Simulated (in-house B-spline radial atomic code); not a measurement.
Ionisation energies along the 31-electron series, configuration [Ar] 3d10 4s2 4p1, as differences of self-consistent energies. Dirac energy differences include first-order Breit, QED and recoil terms. NIST's values go from ground level to ground level; the uncertainty of those that are theory runs from under 0.1 % in few-electron ions to several per cent in heavy many-electron ones. Computed with a radial B-spline atomic code at the basis-set limit: Dirac-Hartree-Fock, average of the configuration, finite nuclei.

```
  ion  configuration after  ionisation energy (eV)  IE/(q+1)² (eV)  Breit and QED recoil part (eV)  tabulated value (eV)    tabulated kind  computed minus tabulated (eV)
Mo11+        [Ar] 3d10 4s2                   227.4          1.5791                        -0.10646                230.28    semi-empirical                           -2.9
Tc12+        [Ar] 3d10 4s2                       ?               ?                               ?                     ?    semi-empirical                              ?
Ru13+        [Ar] 3d10 4s2                   292.2          1.4909                        -0.14643                 295.9    semi-empirical                           -3.7
Rh14+        [Ar] 3d10 4s2                       ?               ?                               ?                     ?    semi-empirical                              ?
Pd15+        [Ar] 3d10 4s2                   364.2          1.4228                        -0.19446                 369.1    semi-empirical                           -4.9
Ag16+        [Ar] 3d10 4s2                   403.0          1.3943                        -0.22173                408.43    semi-empirical                           -5.5
Cd17+        [Ar] 3d10 4s2                       ?               ?                               ?                     ?    semi-empirical                              ?
In18+        [Ar] 3d10 4s2                   485.8          1.3457                         -0.2832                 497.1    semi-empirical                          -11.3
Sn19+        [Ar] 3d10 4s2                   529.9          1.3248                         -0.3176                   537  tabulated theory                           -7.1
Sb20+        [Ar] 3d10 4s2                   575.8          1.3057                         -0.3546                   584  tabulated theory                           -8.2
```

Question: Fill in the row of Tc12+.

Answer: ionisation energy (eV): 258.9; IE/(q+1)² (eV): 1.5319; Breit and QED recoil part (eV): -0.1255; tabulated value (eV): 262.08; computed minus tabulated (eV): -3.2.

Question: Fill in the row of Rh14+.

Answer: ionisation energy (eV): 327.3; IE/(q+1)² (eV): 1.4548; Breit and QED recoil part (eV): -0.1694; tabulated value (eV): 331.58; computed minus tabulated (eV): -4.3.

Question: Fill in the row of Cd17+.

Answer: ionisation energy (eV): 443.5; IE/(q+1)² (eV): 1.3687; Breit and QED recoil part (eV): -0.25125; tabulated value (eV): 452.6; computed minus tabulated (eV): -9.1.

Where a p, d or f electron is removed, the computed value is a mean over both j, so it misses the tabulated one by a part of the spin-orbit splitting; averaging over terms and missing correlation add to the gap, relatively most at low charge.
